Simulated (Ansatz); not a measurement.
`BO[SiH2]C` + `C=C=N` → `BN=C=C` + `C[SiH2]O`  (ligand exchange at a B–O bond)

Program: Ansatz. Geometries: PBE0-D4/def2-TZVP. ΔE: electronic, gas phase. CCSD(T)/CBS adds triple-zeta CCSD(T) − MP2 to the extrapolated MP2 energy (def2 sets, frozen cores). This one scheme is used for every species. DFT in def2-TZVPP. Each species was taken in one conformer, which may not be the lowest.

`BO[SiH2]C`:

Cartesian coordinates in Å:
```
B 0.217 -1.075 -1.976
O -0.014 -0.006 -1.194
Si -0.708 0.159 0.309
C 0.534 0.914 1.462
H -0.109 -2.176 -1.608
H 0.752 -0.897 -3.035
H -1.888 1.044 0.141
H -1.153 -1.178 0.787
H 0.088 1.074 2.447
H 1.402 0.262 1.584
H 0.879 1.878 1.083
```

`C=C=N`:

Cartesian coordinates in Å:
```
C -0.331 -0.647 0.643
C 0.227 0.241 -0.134
N 0.835 1.075 -0.780
H -1.026 -0.337 1.412
H -0.111 -1.698 0.515
H 0.406 1.365 -1.656
```

`BN=C=C`:

Cartesian coordinates in Å:
```
B 1.220 -0.039 1.512
N 0.355 -0.011 0.440
C -0.396 0.013 -0.490
C -1.217 0.039 -1.509
H 1.044 0.732 2.406
H 2.111 -0.834 1.505
H -2.034 0.748 -1.530
H -1.083 -0.647 -2.333
```

`C[SiH2]O`:

Z-matrix (Å, degrees):
```
C
Si 1 1.863
H 1 1.093 2 111.0
H 1 1.094 2 110.2 3 119.8
H 1 1.093 2 111.5 3 -120.7
O 2 1.652 1 112.6 3 57.7
H 2 1.492 1 108.9 3 -179.5
H 2 1.483 1 110.6 3 -59.4
H 6 0.957 2 117.7 1 68.6
```

| species | revPBE-D4 energy (Eh) |
| --- | --- |
| `BO[SiH2]C` | -431.93630 |
| `C=C=N` | -132.74590 |
| `BN=C=C` | -158.22324 |
| `C[SiH2]O` | -406.45742 |

Problem. Work out ΔE.

Solution. ΔE = (-158.22324) + (-406.45742) − (-431.93630) − (-132.74590) = 0.00154 Eh = +0.04 eV. CCSD(T)/CBS gives +0.19 eV.

Largest T1 diagnostic among the species: 0.017.

Leaving LDA and LC-ωPBE aside and taking each functional with its dispersion term where it has one, the values, not all of them listed here, spread over 0.20 eV, from PBE-D4 to ωB97X-V. LDA lies −0.06 eV from PBE without D4. From PBE to PBE0 (25 % exact exchange), in def2-TZVPP and without D4, ΔE moves by +0.06 eV.
